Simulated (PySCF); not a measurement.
Which basis set comes closest?

Molecule: trans-1,2-dimethylcyclohexane, C8H16.

Numbering as in the mapped SMILES `[CH3:1][C@@H:2]1[CH2:3][CH2:4][CH2:5][CH2:6][C@H:7]1[CH3:8]`; H(Xn) means a hydrogen on atom n. Ha(C3), Ha(C4), Ha(C5), Ha(C6) are cis to C1 on the ring; Hb(C3), Hb(C4), Hb(C5), Hb(C6) are trans to C1 on the ring.

Geometry PBE0-D3(BJ)/def2-SVP throughout; GIAO in PySCF 2.14.0 with density-fitted response routines, gas phase, one conformer, non-relativistic; equivalent atoms averaged; functional PBE0.

Reference values (measured; solution, not stated in the table (CDCl3 in this author's series); The use of chemical shift calculations in the conformational analysis of substituted benzenes, New J. Chem. 2019 (ESI)): δ(H(C2)/H(C7)) = 0.94 ppm, δ(H(C1)/H(C8)) = 0.88 ppm. Computed shifts are taken against TMS, calculated as an isolated molecule at each level.

Question: How do the basis sets STO-3G, pcSseg-0, 6-31G, 6-31G*, cc-pVDZ, def2-SVP, pcSseg-1, 6-311+G(2d,p), aug-cc-pVDZ perform against the reference? Times are CPU seconds on shared hosts with different chips, so compare them loosely.

Answer: 
| basis set | functions | H(C2)/H(C7) | H(C1)/H(C8) | mean abs. error H | core-s |
| --- | --- | --- | --- | --- | --- |
| STO-3G | 56 | 0.46 | 0.69 | 0.33 | 7.8 |
| pcSseg-0 | 104 | 0.50 | 1.02 | 0.29 | 16 |
| 6-31G | 104 | 1.19 | 1.10 | 0.24 | 16 |
| 6-31G* | 144 | 1.17 | 0.95 | 0.15 | 23 |
| cc-pVDZ | 192 | 0.72 | 0.84 | 0.13 | 49 |
| def2-SVP | 192 | 0.63 | 0.81 | 0.19 | 44 |
| pcSseg-1 | 216 | 0.59 | 0.91 | 0.19 | 39 |
| 6-311+G(2d,p) | 312 | 0.79 | 0.84 | 0.09 | 76 |
| aug-cc-pVDZ | 328 | 0.85 | 0.93 | 0.07 | 120 |

For 1H the closest is aug-cc-pVDZ (0.07 ppm, with 6-311+G(2d,p) practically level) and the furthest STO-3G (0.33 ppm). Where a smaller basis beats a larger one, errors probably cancel. One molecule is a small sample, and vibrational and solvent effects are absent from the calculation.

A small basis that lands close on one nucleus may do so by chance; judge by the trend and by all nuclei.
